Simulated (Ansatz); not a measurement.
**Relative stability**

Two relaxed structures of SnNH$_{4}$ (charge +1), closed shell (PBE0-D4/def2-TZVP; forces vanish, vibrations not checked).

A:

```json
{"atom": "N1", "x (Å)": "0.0523", "y (Å)": "-1.0072", "z (Å)": "0.0901"}
{"atom": "Sn2", "x (Å)": "-0.0471", "y (Å)": "0.9052", "z (Å)": "-0.0809"}
{"atom": "H3", "x (Å)": "0.3597", "y (Å)": "-1.6165", "z (Å)": "-0.6546"}
{"atom": "H4", "x (Å)": "-0.1975", "y (Å)": "-1.5035", "z (Å)": "0.9336"}
{"atom": "H5", "x (Å)": "0.4174", "y (Å)": "1.5090", "z (Å)": "-1.5747"}
{"atom": "H6", "x (Å)": "-0.5850", "y (Å)": "1.7130", "z (Å)": "1.2866"}
```

B:

```
6
angstrom
N -0.0937 -1.0383 0.2925
Sn 0.1309 1.2179 -0.2742
H 0.1115 -1.6749 -0.4744
H 0.5234 -1.2862 1.0651
H -1.0388 -1.2445 0.6138
H -0.3779 1.5049 1.3888
```

Program: Ansatz 0.2.0. Basis: def2-TZVPP. Cores are frozen in the correlated methods. Filled d shells of the heavier atoms are correlated. Core potentials replace the inner electrons of the atoms past krypton. The def2 sets are not built for correlating such inner shells, so the correlated values are less sure here. B3LYP uses VWN-RPA correlation.

Q: Which structure is lower at CCSD(T), and by how much? (An estimate is asked for; the value comes from the calculation.)

A: The calculation gives: B, by 32.34 kcal/mol (electronic energy, against the other). By their contacts, A is SnNH₄ ([NH2][SnH2]), total charge +1 and B is SnNH₄ ([NH3][SnH]), total charge +1.

All methods give the same order:

| method | E(B) − E(A) (kcal/mol) |
| --- | --- |
| PBE-D4 | -33.87 |
| r2SCAN-D4 | -32.09 |
| PBE0-D4 | -33.77 |
| B3LYP-D4 | -36.79 |
| wB97M-V | -33.80 |
| HF | -35.50 |
| MP2 | -33.44 |
| CCSD | -33.68 |
| CCSD(T) | -32.34 |

The T1 diagnostic stays at or below 0.019.

Labels in which every atom is bracketed show which atoms are joined, not bond orders.

For scale, one of the runs: CCSD(T)/def2-TZVPP, 137 basis functions, launched by `ansatz run in.yaml --threads 2 --pin off --events-out ev --progress --plain --max-ram 4352MiB`. Hardware: 2 CPU threads of an Arm Neoverse V2, shared host. Wall time 16 s; peak host memory 0.83 GiB.
